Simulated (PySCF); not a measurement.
**`O=C(Br)/C([SiH3])=C/F`, C₃H₄BrFOSi**

Molfile (atoms numbered from 1):
```
C3H4BrFOSi
     RDKit          3D

 11 10  0  0  0  0  0  0  0  0999 V2000
   -1.3109   -1.8459   -0.3271 O   0  0  0  0  0  0  0  0  0  0  0  0
   -1.3359   -0.6980   -0.0270 C   0  0  0  0  0  0  0  0  0  0  0  0
   -3.1116    0.0848    0.3840 Br  0  0  0  0  0  0  0  0  0  0  0  0
   -0.2042    0.1862    0.0690 C   0  0  0  0  0  0  0  0  0  0  0  0
    1.4281   -0.7197   -0.3506 Si  0  0  0  0  0  4  0  0  0  0  0  0
   -0.3132    1.4686    0.4082 C   0  0  0  0  0  0  0  0  0  0  0  0
    0.7495    2.2584    0.4875 F   0  0  0  0  0  0  0  0  0  0  0  0
    2.4899    0.2717   -0.2178 H   0  0  0  0  0  0  0  0  0  0  0  0
    1.2868   -1.2020   -1.7208 H   0  0  0  0  0  0  0  0  0  0  0  0
    1.5550   -1.8017    0.6205 H   0  0  0  0  0  0  0  0  0  0  0  0
   -1.2282    2.0004    0.6481 H   0  0  0  0  0  0  0  0  0  0  0  0
  1  2  2  0
  2  3  1  0
  2  4  1  0
  4  5  1  0
  4  6  2  0
  6  7  1  0
  5  8  1  0
  5  9  1  0
  5 10  1  0
  6 11  1  0
M  END
```

Method used: GIAO BHandHLYP/pcSseg-1 magnetisability, rotational g tensor and spin-rotation constants, non-relativistic, gas phase in PySCF. Geometry: GFN2-xTB.

The calculation is non-relativistic, which matters for the atoms heavier than Zn.

Task: Give the nuclear spin-rotation constants along the inertial axes (H = +C I·J) beside the isotropic shieldings.

Result: Rotational constants 2.2884, 0.8233, 0.6098 GHz. A star marks the isotopologue with that one atom substituted, in its own axes.
```tsv
atom	isotope	Caa (kHz)	Cbb (kHz)	Ccc (kHz)	mean (kHz)	σ (ppm)
Br3	79Br	1.624	2.455	1.579	1.886	1753.4
F7	19F	3.488	1.603	0.110	1.734	258.6
H8	1H	-0.009	-0.037	-0.060	-0.035	27.7
H9	1H	-0.212	-0.045	-0.002	-0.086	27.8
H10	1H	-0.212	-0.045	-0.002	-0.086	27.8
H11	1H	0.095	-0.021	-0.067	0.002	23.4
O1	17O*	-1.395	-0.787	-0.086	-0.756	-297.8
C2	13C*	1.267	0.262	0.182	0.571	3.4
C4	13C*	0.981	0.263	0.097	0.447	63.6
Si5	29Si*	-1.196	-0.439	-0.317	-0.651	436.3
C6	13C*	1.330	0.302	0.159	0.597	-5.3
```
For the geometry as given, no vibrational averaging.

Task: How do the rotational constants and the g tensor change when H8, H9, H10, H11 are replaced by deuterium?

Result: Constants 2.1580, 0.7837, 0.5828 GHz; g -0.0368, -0.0156, -0.0083, against -0.0389, -0.0164, -0.0086 before.
